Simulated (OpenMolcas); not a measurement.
## S IV: the spin-orbit constant, worked from levels

```json
{"Program": "OpenMolcas 26.06", "Basis": "ANO-RCC-VTZP [5s4p2d1f]", "Scalar Hamiltonian": "DKH2, point nucleus", "Active space": "3 electrons in 9 orbitals (RAS2 3s 3p; RAS3 3d, at most 2 electrons)", "State averaging": "2S+1 = 4 odd, 1 root; 2S+1 = 2 odd, 11 roots; 2S+1 = 4 even, 3 roots; 2S+1 = 2 even, 9 roots", "Spin-orbit coupling": "state interaction with AMFI integrals over the reference wave functions, term energies averaged over their components"}
```

Methods: RASSCF; MS-RASPT2, IPEA 0.25 Eh, imaginary shift 0.1 Eh (closed shells correlated: 2s 2p). Measured levels: NIST levels in Podobedova, Kelleher and Wiese, J. Phys. Chem. Ref. Data 38, 171 (2009).

**The spin-orbit constant.** For the Hund term ²P° of p1, E(J) = (A/2) J(J+1) + constant and ζ = 2S·A = A. From J = 1/2 to J = 3/2 the energy changes by 1.5 A.

```
   Source  E(3/2) - E(1/2)      A    ζ
   RASSCF            838.8  559.2  559
MS-RASPT2            841.0  560.7  561
 measured            951.4  634.3  634
```

All in cm-1. MS-RASPT2 is off by -11.6 % and RASSCF by -11.8 %. Both methods take the spin-orbit matrix elements from the reference wave functions, so the second can move ζ only through the term energies and any multistate remixing.

Active for correlation alone: 3d; no level in the range computed is led by a configuration that fills it, so any true level of that kind is missing. Computed and measured levels are paired by configuration, term and J; levels that our copy of the source lacks, or whose pairing is in doubt (as where it misses far off the trend of its configuration), stay unpaired and out of the deviations. Levels of configurations outside the active space are missing.

° marks odd parity.
